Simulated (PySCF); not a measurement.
Simulation results for GeH6NSi, GeH9NSi2, GeH6OSi, CH6GeSi and others

All values are calculated (PySCF 2.14.0). Calculation on a computer-drawn molecule: the log of a Hartree-Fock and frozen-core CCSD(T) single point meant for a local Hartree-Fock minimum, with one planted fault or none, to be diagnosed. Offsets are logged minus clean, where the clean run is the same molecule without the fault. The reference is restricted for singlets and unrestricted otherwise, and also for a bond in bohr or an excited solution. Adding or removing an electron swaps singlet and doublet. The excited solution moves the top pair (singlet) or top alpha electron (doublet) to the lowest empty orbital. Highest occupied and lowest empty are orbital energies over both spins, largest force is the largest gradient component, triples share is (T) over the correlation energy, the T1 limit is 0.02 restricted and 0.045 unrestricted, electrons count all cores, a negative frequency is imaginary (commonest isotopes), and the dipole is about the centre of nuclear charge; on germanium a core potential holds 10 electrons, which the energies leave out, and 3d is frozen in MP2 and coupled-cluster steps.

Common to all runs: meant charge 0; meant basis cc-pV(D+d)Z; meant basis and core potential on germanium cc-pVDZ-PP ECP10MDF; logged SCF converged yes; possible faults no fault, one electron removed, one electron added, multiplicity raised by two, geometry at a saddle point, SCF held on an excited solution, minimal basis STO-3G, one bond length entered in bohr, all coordinates scaled.

(1) 
```xyz
9
formula=GeH6NSi meant_multiplicity=2 logged_electrons=59 logged_basis_functions=90 logged_spin_squared=0.7558 logged_highest_occupied=-8.423 logged_lowest_empty=1.351 logged_largest_force=4.658e-06 logged_lowest_frequency=58.004 logged_T1_diagnostic=0.015424 logged_D1_diagnostic=0.069072 logged_triples_share=0.025481 logged_CC_converged=yes logged_dipole_magnitude=0.98473 logged_SCF_stable_within_its_kind=yes logged_energy_HF=-640.25052 logged_energy_CCSD(T)=-640.66726 planted_fault=no_fault HF_energy_offset_from_clean_run=0 CCSD(T)_energy_offset_from_clean_run=0
Si     1.5221     0.1793     1.2923
N      0.9950    -0.7952    -0.0340
Ge    -0.6024    -0.7535    -0.9598
H      0.3318     0.8615     1.8466
H      2.5149     1.2096     0.8968
H      2.1527    -0.6509     2.3467
H      1.7057    -1.3409    -0.4915
H     -0.8076    -2.1431    -1.5934
H     -1.7201    -0.4278     0.0443
```

Units: logged_highest_occupied, logged_lowest_empty in eV; logged_largest_force in hartree/bohr; logged_lowest_frequency in cm⁻¹; logged_dipole_magnitude in debye; logged_energy_HF, logged_energy_CCSD(T) in hartree; HF_energy_offset_from_clean_run, CCSD(T)_energy_offset_from_clean_run in kcal/mol.

Drawn bonds:
```
atom  other atom  order
   1           2      1
   2           3      1
   1           4      1
   1           5      1
   1           6      1
   2           7      1
   3           8      1
   3           9      1
```

(2) 
```xyz
13
formula=GeH9NSi2 meant_multiplicity=1 logged_electrons=76 logged_basis_functions=128 logged_spin_squared=0 logged_highest_occupied=-10.483 logged_lowest_empty=3.2462 logged_largest_force=6.196e-06 logged_lowest_frequency=68.168 logged_T1_diagnostic=0.011267 logged_D1_diagnostic=0.028 logged_triples_share=0.025539 logged_CC_converged=yes logged_dipole_magnitude=0.8891 logged_SCF_stable_within_its_kind=yes logged_energy_HF=-930.98089 logged_energy_CCSD(T)=-931.54412 planted_fault=no_fault HF_energy_offset_from_clean_run=0 CCSD(T)_energy_offset_from_clean_run=0
Si    -1.1114    -0.0168     1.8349
N      0.3218    -0.0316     0.8476
Si     1.8721     0.4140     1.5002
Ge     0.1945    -0.5350    -0.9461
H     -2.2519    -0.4432     0.9893
H     -1.3981     1.3340     2.3721
H     -0.9997    -0.9450     2.9843
H      1.6878     0.7651     2.9280
H      2.4501     1.5790     0.7896
H      2.8471    -0.6976     1.4007
H     -0.3322    -1.9676    -1.0438
H     -0.7489     0.4167    -1.6833
H      1.6057    -0.4451    -1.5305
```

Units: logged_highest_occupied, logged_lowest_empty in eV; logged_largest_force in hartree/bohr; logged_lowest_frequency in cm⁻¹; logged_dipole_magnitude in debye; logged_energy_HF, logged_energy_CCSD(T) in hartree; HF_energy_offset_from_clean_run, CCSD(T)_energy_offset_from_clean_run in kcal/mol.

Drawn bonds:
```
atom  other atom  order
   1           2      1
   2           3      1
   2           4      1
   1           5      1
   1           6      1
   1           7      1
   3           8      1
   3           9      1
   3          10      1
   4          11      1
   4          12      1
   4          13      1
```

(3) 
```xyz
13
formula=GeH9NSi2 meant_multiplicity=1 logged_electrons=76 logged_basis_functions=128 logged_spin_squared=0.7938 logged_highest_occupied=-9.0753 logged_lowest_empty=1.8475 logged_largest_force=0.0097385 logged_T1_diagnostic=0.045989 logged_D1_diagnostic=0.2396 logged_triples_share=0.03164 logged_CC_converged=yes logged_dipole_magnitude=0.80119 logged_SCF_stable_within_its_kind=yes logged_energy_HF=-930.86552 logged_energy_CCSD(T)=-931.4217 planted_fault=one_bond_length_entered_in_bohr,row_4_of_the_drawn_bonds HF_energy_offset_from_clean_run=72.4 CCSD(T)_energy_offset_from_clean_run=76.82
Si    -1.1114    -0.0168     1.8349
N      0.3218    -0.0316     0.8476
Si     1.8721     0.4140     1.5002
Ge     0.1945    -0.5350    -0.9461
H     -3.2666    -0.8226     0.2370
H     -1.3981     1.3340     2.3721
H     -0.9997    -0.9450     2.9843
H      1.6878     0.7651     2.9280
H      2.4501     1.5790     0.7896
H      2.8471    -0.6976     1.4007
H     -0.3322    -1.9676    -1.0438
H     -0.7489     0.4167    -1.6833
H      1.6057    -0.4451    -1.5305
```

Units: logged_highest_occupied, logged_lowest_empty in eV; logged_largest_force in hartree/bohr; logged_dipole_magnitude in debye; logged_energy_HF, logged_energy_CCSD(T) in hartree; HF_energy_offset_from_clean_run, CCSD(T)_energy_offset_from_clean_run in kcal/mol.

Drawn bonds:
```
atom  other atom  order
   1           2      1
   2           3      1
   2           4      1
   1           5      1
   1           6      1
   1           7      1
   3           8      1
   3           9      1
   3          10      1
   4          11      1
   4          12      1
   4          13      1
```

Notes: T1 above single-reference limit.

(4) 
```xyz
13
formula=GeH9NSi2 meant_multiplicity=1 logged_electrons=76 logged_basis_functions=128 logged_spin_squared=0 logged_highest_occupied=-2.9169 logged_lowest_empty=-4.4588 logged_largest_force=0.12652 logged_CC_converged=no logged_dipole_magnitude=1.0317 logged_SCF_stable_within_its_kind=no logged_energy_HF=-930.40761 planted_fault=SCF_held_on_an_excited_solution HF_energy_offset_from_clean_run=359.7
Si    -1.1114    -0.0168     1.8349
N      0.3218    -0.0316     0.8476
Si     1.8721     0.4140     1.5002
Ge     0.1945    -0.5350    -0.9461
H     -2.2519    -0.4432     0.9893
H     -1.3981     1.3340     2.3721
H     -0.9997    -0.9450     2.9843
H      1.6878     0.7651     2.9280
H      2.4501     1.5790     0.7896
H      2.8471    -0.6976     1.4007
H     -0.3322    -1.9676    -1.0438
H     -0.7489     0.4167    -1.6833
H      1.6057    -0.4451    -1.5305
```

Units: logged_highest_occupied, logged_lowest_empty in eV; logged_largest_force in hartree/bohr; logged_dipole_magnitude in debye; logged_energy_HF in hartree; HF_energy_offset_from_clean_run in kcal/mol.

Drawn bonds:
```
atom  other atom  order
   1           2      1
   2           3      1
   2           4      1
   1           5      1
   1           6      1
   1           7      1
   3           8      1
   3           9      1
   3          10      1
   4          11      1
   4          12      1
   4          13      1
```

Notes: CCSD not converged.

(5) 
```xyz
9
formula=GeH6OSi meant_multiplicity=1 logged_electrons=59 logged_basis_functions=90 logged_spin_squared=0.7653 logged_highest_occupied=-17.956 logged_lowest_empty=-7.4642 logged_largest_force=0.11467 logged_T1_diagnostic=0.052349 logged_D1_diagnostic=0.31202 logged_triples_share=0.024616 logged_CC_converged=yes logged_dipole_magnitude=1.4575 logged_SCF_stable_within_its_kind=yes logged_energy_HF=-660.35596 logged_energy_CCSD(T)=-660.76969 planted_fault=one_electron_removed HF_energy_offset_from_clean_run=228 CCSD(T)_energy_offset_from_clean_run=246.4
Si     0.7003    -1.9183     1.3363
O      0.3567    -2.1133    -0.2482
Ge    -0.7459    -1.6612    -1.5648
H      1.8972    -2.7169     1.6723
H      0.9671    -0.4932     1.6460
H     -0.4331    -2.3671     2.1802
H     -2.1592    -2.0985    -1.1794
H     -0.6786    -0.1451    -1.7483
H     -0.2523    -2.3966    -2.8047
```

Units: logged_highest_occupied, logged_lowest_empty in eV; logged_largest_force in hartree/bohr; logged_dipole_magnitude in debye; logged_energy_HF, logged_energy_CCSD(T) in hartree; HF_energy_offset_from_clean_run, CCSD(T)_energy_offset_from_clean_run in kcal/mol.

Drawn bonds:
```
atom  other atom  order
   1           2      1
   2           3      1
   1           4      1
   1           5      1
   1           6      1
   3           7      1
   3           8      1
   3           9      1
```

Notes: T1 above single-reference limit.

(6) 
```xyz
9
formula=GeH6OSi meant_multiplicity=1 logged_electrons=60 logged_basis_functions=90 logged_spin_squared=2.0111 logged_highest_occupied=-3.4601 logged_lowest_empty=-1.2499 logged_largest_force=0.10677 logged_T1_diagnostic=0.045112 logged_D1_diagnostic=0.25762 logged_triples_share=0.028645 logged_CC_converged=yes logged_dipole_magnitude=2.2557 logged_SCF_stable_within_its_kind=yes logged_energy_HF=-660.46541 logged_energy_CCSD(T)=-660.90018 planted_fault=multiplicity_raised_by_two HF_energy_offset_from_clean_run=159.4 CCSD(T)_energy_offset_from_clean_run=164.5
Si     0.7003    -1.9183     1.3363
O      0.3567    -2.1133    -0.2482
Ge    -0.7459    -1.6612    -1.5648
H      1.8972    -2.7169     1.6723
H      0.9671    -0.4932     1.6460
H     -0.4331    -2.3671     2.1802
H     -2.1592    -2.0985    -1.1794
H     -0.6786    -0.1451    -1.7483
H     -0.2523    -2.3966    -2.8047
```

Units: logged_highest_occupied, logged_lowest_empty in eV; logged_largest_force in hartree/bohr; logged_dipole_magnitude in debye; logged_energy_HF, logged_energy_CCSD(T) in hartree; HF_energy_offset_from_clean_run, CCSD(T)_energy_offset_from_clean_run in kcal/mol.

Drawn bonds:
```
atom  other atom  order
   1           2      1
   2           3      1
   1           4      1
   1           5      1
   1           6      1
   3           7      1
   3           8      1
   3           9      1
```

Notes: T1 above single-reference limit.

(7) 
```xyz
9
formula=GeH6OSi meant_multiplicity=1 logged_electrons=60 logged_basis_functions=90 logged_spin_squared=0 logged_highest_occupied=-11.883 logged_lowest_empty=3.3584 logged_largest_force=2.53e-06 logged_lowest_frequency=28.497 logged_T1_diagnostic=0.011878 logged_D1_diagnostic=0.02855 logged_triples_share=0.020893 logged_CC_converged=yes logged_dipole_magnitude=1.4729 logged_SCF_stable_within_its_kind=yes logged_energy_HF=-660.71935 logged_energy_CCSD(T)=-661.1624 planted_fault=no_fault HF_energy_offset_from_clean_run=0 CCSD(T)_energy_offset_from_clean_run=0
Si     0.7003    -1.9183     1.3363
O      0.3567    -2.1133    -0.2482
Ge    -0.7459    -1.6612    -1.5648
H      1.8972    -2.7169     1.6723
H      0.9671    -0.4932     1.6460
H     -0.4331    -2.3671     2.1802
H     -2.1592    -2.0985    -1.1794
H     -0.6786    -0.1451    -1.7483
H     -0.2523    -2.3966    -2.8047
```

Units: logged_highest_occupied, logged_lowest_empty in eV; logged_largest_force in hartree/bohr; logged_lowest_frequency in cm⁻¹; logged_dipole_magnitude in debye; logged_energy_HF, logged_energy_CCSD(T) in hartree; HF_energy_offset_from_clean_run, CCSD(T)_energy_offset_from_clean_run in kcal/mol.

Drawn bonds:
```
atom  other atom  order
   1           2      1
   2           3      1
   1           4      1
   1           5      1
   1           6      1
   3           7      1
   3           8      1
   3           9      1
```

(8) 
```xyz
9
formula=CH6GeSi meant_multiplicity=1 logged_electrons=59 logged_basis_functions=90 logged_spin_squared=0.7723 logged_highest_occupied=-0.81673 logged_lowest_empty=7.9336 logged_largest_force=0.027245 logged_T1_diagnostic=0.014398 logged_D1_diagnostic=0.043815 logged_triples_share=0.02888 logged_CC_converged=yes logged_dipole_magnitude=8.4336 logged_SCF_stable_within_its_kind=yes logged_energy_HF=-623.60571 logged_energy_CCSD(T)=-624.01322 planted_fault=one_electron_added HF_energy_offset_from_clean_run=0.2055 CCSD(T)_energy_offset_from_clean_run=-5.253
Si     1.4163     0.1465    -2.9148
C      0.3557    -0.6074    -1.5370
Ge    -0.3493     0.7710    -0.2930
H      0.2726     0.8424    -3.6370
H     -0.5355    -1.1054    -1.9357
H      0.9236    -1.3264    -0.9413
H     -1.6327     1.3757    -0.8670
H     -0.6410     0.1353     1.0694
H      0.6719     1.9013    -0.0894
```

Units: logged_highest_occupied, logged_lowest_empty in eV; logged_largest_force in hartree/bohr; logged_dipole_magnitude in debye; logged_energy_HF, logged_energy_CCSD(T) in hartree; HF_energy_offset_from_clean_run, CCSD(T)_energy_offset_from_clean_run in kcal/mol.

Drawn bonds:
```
atom  other atom  order
   1           2      1
   2           3      1
   1           4      1
   2           5      1
   2           6      1
   3           7      1
   3           8      1
   3           9      1
```

(9) 
```xyz
7
formula=GeH4OSi meant_multiplicity=1 logged_electrons=58 logged_basis_functions=80 logged_spin_squared=2.008 logged_highest_occupied=-7.2153 logged_lowest_empty=0.61643 logged_largest_force=0.029929 logged_T1_diagnostic=0.020307 logged_D1_diagnostic=0.088535 logged_triples_share=0.024871 logged_CC_converged=yes logged_dipole_magnitude=1.871 logged_SCF_stable_within_its_kind=yes logged_energy_HF=-659.46069 logged_energy_CCSD(T)=-659.85594 planted_fault=multiplicity_raised_by_two HF_energy_offset_from_clean_run=27.56 CCSD(T)_energy_offset_from_clean_run=42.2
Si     0.9896    -1.4792     1.8946
O      0.7736     0.1478     1.8384
Ge     0.1288     1.4038     0.7450
H      1.6288    -1.5613     3.2788
H     -0.3724     0.7283    -0.5316
H      1.2760     2.3644     0.4511
H     -1.0077     2.0961     1.4897
```

Units: logged_highest_occupied, logged_lowest_empty in eV; logged_largest_force in hartree/bohr; logged_dipole_magnitude in debye; logged_energy_HF, logged_energy_CCSD(T) in hartree; HF_energy_offset_from_clean_run, CCSD(T)_energy_offset_from_clean_run in kcal/mol.

Drawn bonds:
```
atom  other atom  order
   1           2      1
   2           3      1
   1           4      1
   3           5      1
   3           6      1
   3           7      1
```

(10) 
```xyz
9
formula=GeH6Si2 meant_multiplicity=1 logged_electrons=66 logged_basis_functions=99 logged_spin_squared=2.0112 logged_highest_occupied=-8.2576 logged_lowest_empty=-0.19944 logged_largest_force=0.034868 logged_T1_diagnostic=0.018311 logged_D1_diagnostic=0.075339 logged_triples_share=0.028337 logged_CC_converged=yes logged_dipole_magnitude=0.61075 logged_SCF_stable_within_its_kind=yes logged_energy_HF=-874.65813 logged_energy_CCSD(T)=-874.99848 planted_fault=multiplicity_raised_by_two HF_energy_offset_from_clean_run=7.871 CCSD(T)_energy_offset_from_clean_run=20.87
Si    -0.4852     2.1082     0.2209
Si     0.1688    -0.0378    -0.6592
Ge     2.0656    -0.8853     0.5791
H     -0.9962     1.4764     1.5004
H     -0.9319    -1.0313    -0.5433
H      0.5608     0.0399    -2.0901
H      3.2063     0.1424     0.5948
H      2.5942    -2.1770    -0.0551
H      1.6714    -1.1772     2.0320
```

Units: logged_highest_occupied, logged_lowest_empty in eV; logged_largest_force in hartree/bohr; logged_dipole_magnitude in debye; logged_energy_HF, logged_energy_CCSD(T) in hartree; HF_energy_offset_from_clean_run, CCSD(T)_energy_offset_from_clean_run in kcal/mol.

Drawn bonds:
```
atom  other atom  order
   1           2      1
   2           3      1
   1           4      1
   2           5      1
   2           6      1
   3           7      1
   3           8      1
   3           9      1
```
